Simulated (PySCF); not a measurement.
Computed IR spectrum (relative IR intensity) of a molecule C4H4OSe. Geometry optimised at PBE0-D3(BJ)/def2-SVP. Other conformers were not sampled. These are PBE0-D3(BJ)/def2-SVP in PySCF 2.14.0 values and carry that method's errors. Frequencies are harmonic and unscaled.

ν (cm⁻¹): 139 (m), 205 (vw), 359 (w), 622 (w), 639 (m), 759 (s), 808 (vs), 854 (w), 899 (s), 951 (m), 1047 (s), 1118 (s), 1220 (w), 1242 (vw), 1261 (s), 1416 (w), 1554 (s), 1615 (w), 2427 (s), 3284 (w), 3304 (w) (against the strongest line: vs over 80 %, s over 45 %, m over 15 %, w over 4 %, vw less)

Problem. Which molecule gave these data?
(A) C=C1C[Se]C1=O
(B) [SeH]c1ccoc1
(C) Oc1ccc[se]1
(D) C=C1OC=C[Se]1

Solution. B, [SeH]c1ccoc1
